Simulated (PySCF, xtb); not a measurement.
C3H8O2Si, SMILES O([Si@@H](C=C)O)C.

GFN2-xTB run with xtb at its own geometry gives an orbital gap of 4.55 eV and a dipole moment of 1.33 D.

Geometry optimised at PBE0-D3(BJ)/def2-SVP. The structure was generated by enumeration; whether it is a known compound was not checked. The values are those of a single conformer.

Q: What does CAM-B3LYP/def2-TZVP (PySCF) give? (An estimate is asked for; the answer gives what the named calculation found.)

A: gap 9.83 eV (levels -9.31 and 0.51 eV), dipole 1.15 D.
